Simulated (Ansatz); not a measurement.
`[CH3][Bi]([CH3])[F]` + H–F → `[CH3][Bi]([F])[F]` + CH₄ at 298.15 K and 1 bar (ligand exchange at a Bi–C bond).

Program: Ansatz. Geometries: PBE0-D4/def2-TZVP. ΔE: electronic, gas phase. CBS: MP2 limit from def2 TZ/QZ plus the TZ coupled-cluster correction, frozen cores. This one scheme is used for every species. def2 core potentials past Kr. For Bi outer-core shells are correlated without core-valence functions, which leaves a few kJ/mol of doubt a bond.

| species | CCSD(T)/CBS energy (Eh) | H − E (kJ/mol) | S (J/(mol·K)) |
| --- | --- | --- | --- |
| `[CH3][Bi]([CH3])[F]` | -393.70535 | 213.5 | 367.8 |
| H–F | -100.39570 | 33.5 | 173.6 |
| `[CH3][Bi]([F])[F]` | -453.67018 | 121.4 | 348.4 |
| CH₄ | -40.46206 | 127.4 | 186.2 |

H − E and S are ideal-gas, rigid-rotor, harmonic terms from PBE0-D4/def2-TZVP. 1 Eh = 2625.50 kJ/mol, R = 8.31446 J/(mol·K).

**Question.** By hand: ΔE, ΔH, ΔS and ΔG.

**Answer.** ΔE = (-453.67018) + (-40.46206) − (-393.70535) − (-100.39570) = -0.03119 Eh = -81.9 kJ/mol. Δ(H − E) = 121.4 + 127.4 − 213.5 − 33.5 = 1.8, so ΔH = -80.1 kJ/mol. ΔS = 348.4 + 186.2 − 367.8 − 173.6 = -6.8 J/(mol·K). ΔG = -80.1 − 298.15 × (-6.8)/1000 = -78.1 kJ/mol.

**Question.** By hand: the equilibrium constant, and the temperature at which ΔG would vanish if ΔH and ΔS stayed fixed.

**Answer.** log₁₀ K = −ΔG/(RT ln 10) = 13.7. ΔG = 0 at ΔH/ΔS = 11779 K, far beyond where these terms or the molecules hold.

The number of gas molecules stays the same, so ΔS is small and ΔH decides. A doubt of 5 kJ/mol in ΔE shifts log₁₀ K by 0.9 here. These are equilibria of isolated gas molecules and say nothing of rates. Largest T1 diagnostic: 0.015 (customary marks: 0.02 for closed shells, 0.045 for open ones).
